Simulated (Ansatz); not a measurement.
Geometry optimisation, RKS PBE-D4/def2-SVP (Ansatz).

Input:

```yaml
crystal:
  periodic: [false, false, false]
  atoms:
    - { symbol: Ge, position_ang: [-0.116887, -0.223283, 0.012153] }
    - { symbol: O, position_ang: [-0.017084, -0.292739, 1.78503] }
    - { symbol: H, position_ang: [-0.888279, -0.107595, 2.187499] }
    - { symbol: Cl, position_ang: [1.906767, -0.250676, -0.716843] }
    - { symbol: Cl, position_ang: [-1.161361, 1.560888, -0.649376] }
    - { symbol: H, position_ang: [-0.869983, -1.439069, -0.572717] }
    - { symbol: H, position_ang: [1.199404, 1.986656, 1.01613] }
    - { symbol: H, position_ang: [1.078322, 1.628817, 1.630223] }
basis:
  gaussian: { orbitals: def2-SVP }
hamiltonian:
  xc: pbe
  dispersion: d4
relax:
  f_tol: 0.03
  max_steps: 50
```

Run as:

```bash
$ ansatz run input.yaml --threads 2 --pin off --max-ram 3072MiB --backend cpu --events-out ev --progress --plain --runs-dir out
```

Problem. Where does it end, and by what steps?

Solution. The forces met the threshold. The force dipped under the threshold on the way, but the program's further checks kept it going. After 26 steps the energy has fallen by 0.321 eV; H7 moved furthest, 1.15 Å.

```tsv
step	energy less start (eV)	largest force component (eV/Å)	accepted
0	0.0000	1.552	yes
1	-0.1307	0.173	yes
2	-0.1816	0.227	yes
3	-0.2030	0.362	yes
4	-0.2128	0.336	yes
5	-0.2262	0.119	yes
6	-0.2048	1.043	no
7	-0.2346	0.082	yes
8	-0.2393	0.497	yes
9	-0.2446	0.766	yes
10	-0.2621	0.204	yes
11	-0.2569	1.486	no
12	-0.2762	0.602	yes
13	-0.2912	0.316	yes
14	-0.2984	0.256	yes
15	-0.2421	1.248	no
16	-0.3080	0.131	yes
17	-0.3097	0.109	yes
18	-0.2837	0.942	no
19	-0.3147	0.075	yes
20	-0.3173	0.148	yes
21	-0.3121	0.394	no
22	-0.3192	0.052	yes
23	-0.3196	0.024	yes
24	-0.3199	0.095	yes
25	-0.3203	0.052	yes
26	-0.3205	0.020	yes
```

```xyz
8
Properties=species:S:1:pos:R:3
Ge -0.384 -0.456 -0.158
O -0.492 -0.306 1.605
H -0.061 0.517 1.913
Cl 1.683 -0.185 -0.775
Cl -1.513 1.118 -1.130
H -0.914 -1.848 -0.541
H 1.236 2.252 2.138
H 1.575 1.773 1.640
```

Whether the end is a true minimum wasn't checked by a vibrational analysis.

Run time: 50 s on 2 threads of Arm Neoverse V1 (shared host), peak memory 0.15 GiB.
